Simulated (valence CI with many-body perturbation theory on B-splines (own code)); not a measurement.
# Er¹⁷⁺: calculated level list

Method: valence CI with perturbative core correlation (CI+MBPT): five valence electrons over a frozen Dirac-Fock core [Kr] 4d10, radial functions for each j: 7 s, 7 p, 7 d, 7 f, 4 g, 2 h, with the one-electron correlation potential Σ1 (screened to all orders), the two-electron term Σ2, the three-electron term Σ3, Breit, model QED; selected single and double excitations, second order for the rest, scaled by the run's own slope (own B-spline code, finite nucleus).

No measured levels were compared; by estimate terms of the open shell hold to a few per cent of their energy, and close levels can change places. Among the levels kept, up to 1100 cm⁻¹ of a level comes from second order outside the variational space, and about a tenth of that is noise between levels of different J, which matters for small intervals.

Levels 46 to 90 of 199, with energies above the lowest level, 4f⁵ ⁶H°_5/2. "Leading %" is the weight of the configuration and term that name the level; weights of strongly mixed levels are sums over their largest components and can fall short. Lifetimes count E1, E2, E3, M1 and M2 decay at the calculated energies, and are blank where another channel may lead or the interval is too uncertain; long ones can be off by a factor of two.

```tsv
No.	Configuration	Term	J	E (cm⁻¹)	Leading %	Lifetime	Second component
46	4f⁵	⁴G°	11/2	60344	48	8.25 ms	30 % 4f⁵ ⁴H°
47	4f⁵	⁴L°	19/2	60732	73	56.3 ms	14 % 4f⁵ ⁴M°
48	4f⁵	⁴G°	5/2	61251	91	13.4 ms	
49	4f⁵	⁶P°	7/2	61736	59	43.2 ms	34 % 4f⁵ ⁴D°
50	4f⁵	⁴F°	9/2	61925	54	7.87 ms	33 % 4f⁵ ⁴G°
51	4f⁵	⁴P°	1/2	63008	67	10.6 ms	20 % 4f⁵ ⁴D°
52	4f⁵	⁴P°	3/2	63668	39	24.1 ms	29 % 4f⁵ ²P°
53	4f⁵	⁴G°	11/2	63867	60	7.06 ms	14 % 4f⁵ ²H°
54	4f⁵	²L°	15/2	63882	43	6.42 ms	30 % 4f⁵ ⁴I°
55	4f⁵	⁴F°	9/2	66981	66	19.0 ms	22 % 4f⁵ ⁴G°
56	4f⁵	²F°	5/2	67033	42	5.86 ms	25 % 4f⁵ ⁴D°
57	4f⁵	⁴I°	9/2	67212	48	13.9 ms	24 % 4f⁵ ²H°
58	4f⁵	²N°	19/2	68237	77	15.6 ms	14 % 4f⁵ ²M°
59	4f⁵	²K°	13/2	69381	67	6.87 ms	16 % 4f⁵ ⁴I°
60	4f⁵	⁴P°	5/2	69812	56	12.8 ms	20 % 4f⁵ ⁶P°
61	4f⁵	²N°	21/2	69878	45	17.7 ms	42 % 4f⁵ ²O°
62	4f⁵	²M°	17/2	69947	58	18.7 ms	22 % 4f⁵ ⁴L°
63	4f⁵	⁴I°	11/2	71235	66	26.3 ms	19 % 4f⁵ ²H°
64	4f⁵	⁴I°	15/2	71363	66	22.0 ms	25 % 4f⁵ ²K°
65	4f⁵	⁴F°	7/2	71672	81	29.0 ms	6 % 4f⁵ ²F°
66	4f⁵	⁴F°	3/2	72878	74	44.1 ms	20 % 4f⁵ ²D°
67	4f⁵	⁴I°	13/2	73159	50	18.1 ms	26 % 4f⁵ ²K°
68	4f⁵	⁴F°	5/2	73325	74	16.9 ms	12 % 4f⁵ ²D°
69	4f⁵	²L°	17/2	73449	55	13.7 ms	25 % 4f⁵ ²M°
70	4f⁵	²H°	9/2	74976	39	8.86 ms	29 % 4f⁵ ⁴I°
71	4f⁵	²P°	1/2	75550	37	5.54 ms	32 % 4f⁵ ⁴P°
72	4f⁵	²G°	7/2	77888	51	6.24 ms	21 % 4f⁵ ²F°
73	4f⁵	²I°	11/2	78557	62	7.06 ms	11 % 4f⁵ ²H°
74	4f⁵	²D°	3/2	79071	51	8.61 ms	22 % 4f⁵ ⁴P°
75	4f⁵	²F°	7/2	79282	60	7.14 ms	23 % 4f⁵ ²G°
76	4f⁵	²H°	11/2	79615	56	12.4 ms	14 % 4f⁵ ²I°
77	4f⁵	²K°	13/2	80340	31	12.7 ms	30 % 4f⁵ ²I°
78	4f⁵	⁴G°	5/2	81081	49	11.5 ms	33 % 4f⁵ ²F°
79	4f⁵	²L°	15/2	82009	42	11.0 ms	34 % 4f⁵ ²K°
80	4f⁵	²O°	23/2	82082	100	65.0 ms	
81	4f⁵	²M°	19/2	82643	73	12.4 ms	18 % 4f⁵ ²N°
82	4f⁵	⁴G°	7/2	83360	47	10.8 ms	15 % 4f⁵ ⁴H°
83	4f⁵	⁴G°	9/2	83679	37	7.71 ms	19 % 4f⁵ ²H°
84	4f⁵	²I°	11/2	83978	45	13.6 ms	22 % 4f⁵ ⁴K°
85	4f⁵	²I°	13/2	84710	37	18.3 ms	28 % 4f⁵ ⁴H°
86	4f⁵	²D°	5/2	85112	58	7.15 ms	19 % 4f⁵ ²F°
87	4f⁵	²O°	21/2	86053	56	12.3 ms	41 % 4f⁵ ²N°
88	4f⁵	⁴G°	11/2	86124	32	11.5 ms	30 % 4f⁵ ²H°
89	4f⁵	²L°	15/2	86817	40	5.05 ms	39 % 4f⁵ ²K°
90	4f⁵	²G°	7/2	87191	39	11.8 ms	27 % 4f⁵ ²F°
```

Names give the largest LS component (configuration and term), which can be under half, so a name can repeat, a term be missing and a line seem to break the LS rules; names also repeat where a configuration has a term twice.

Where two levels of one J and parity lie close, their mixing, g and order are uncertain.
